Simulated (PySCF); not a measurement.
**Spinor energies of Ca⁻ (calcium, charge -1)**

Start: [Ar] 3d1 4s2; 3d3/2 filled at m_j = +3/2. Calculated with PySCF 2.14 in x2c-SVPall-2c with one added diffuse shell of s type (6s5p2d, 31 functions): generalised Hartree-Fock with the X2C-1e Hamiltonian and a Gaussian nucleus; one run each with spin-orbit coupling (SO) switched off, then screened by Boettger's factors.

```json
{"spinor shell": "1s1/2", "electrons": "2", "ε, spin-free (eV)": "-4076.7", "ε, screened SO (eV)": "-4076.7", "weight of nominal j (screened SO)": "1.000", "rms radius, screened SO (bohr)": "0.0889"}
{"spinor shell": "2s1/2", "electrons": "2", "ε, spin-free (eV)": "-454.36", "ε, screened SO (eV)": "-454.35", "weight of nominal j (screened SO)": "1.000", "rms radius, screened SO (bohr)": "0.393"}
{"spinor shell": "2p1/2", "electrons": "2", "ε, spin-free (eV)": "-364.10", "ε, screened SO (eV)": "-366.70", "weight of nominal j (screened SO)": "1.000", "rms radius, screened SO (bohr)": "0.361"}
{"spinor shell": "2p3/2", "electrons": "4", "ε, spin-free (eV)": "-364.10", "ε, screened SO (eV)": "-362.81", "weight of nominal j (screened SO)": "1.000", "rms radius, screened SO (bohr)": "0.363"}
{"spinor shell": "3s1/2", "electrons": "2", "ε, spin-free (eV)": "-54.734", "ε, screened SO (eV)": "-54.730", "weight of nominal j (screened SO)": "1.000", "rms radius, screened SO (bohr)": "1.25"}
{"spinor shell": "3p1/2", "electrons": "2", "ε, spin-free (eV)": "-29.929", "ε, screened SO (eV)": "-30.450", "weight of nominal j (screened SO)": "0.978", "rms radius, screened SO (bohr)": "1.39"}
{"spinor shell": "4s1/2", "electrons": "2", "ε, spin-free (eV)": "-0.464", "ε, screened SO (eV)": "-0.464", "weight of nominal j (screened SO)": "0.997", "rms radius, screened SO (bohr)": "6.49"}
{"spinor shell": "3d3/2", "electrons": "1", "ε, spin-free (eV)": "1.242", "ε, screened SO (eV)": "1.239", "weight of nominal j (screened SO)": "0.870", "rms radius, screened SO (bohr)": "3.72"}
```

Task: Where does 3p3/2 lie, and what is the 3p spin-orbit splitting (screened SO)?

Result: At -29.665 eV, 0.785 eV above 3p1/2.

```tsv
quantity	spin-free	screened SO
E (hartree)	-679.43786	-679.44038
M_J	3/2	3/2
⟨J²⟩	4.404	4.409
⟨L²⟩	6.026	6.026
⟨S²⟩	0.767	0.767
```

The configuration of this anion was assumed by filling the next shell in order. It is not the known or likely ground configuration (Ca⁻, Sr⁻ and Ba⁻, for instance, bind a p electron), so these values are not the electron affinity of the element. At GHF the highest occupied level has a positive energy, so only the finite basis holds that electron. The determinant has a definite M_J but mixes levels of different J.

The basis lacks diffuse functions for the outer shell of this anion, so its levels lie too high.

Each row is a mean over spinors that exchange with the open shell spreads, by up to 1.193 eV (3p1/2).

Rows whose weight is well below 1 are mixtures of j = l ± 1/2: exchange outweighs spin-orbit coupling there, and the label is only the starting occupation.

Without spin-orbit coupling the j labels of p, d and f shells carry no meaning; the spin-free column gives the mean over the occupied spinors of each nl shell, and its ⟨J²⟩ belongs to a mixture of degenerate components.
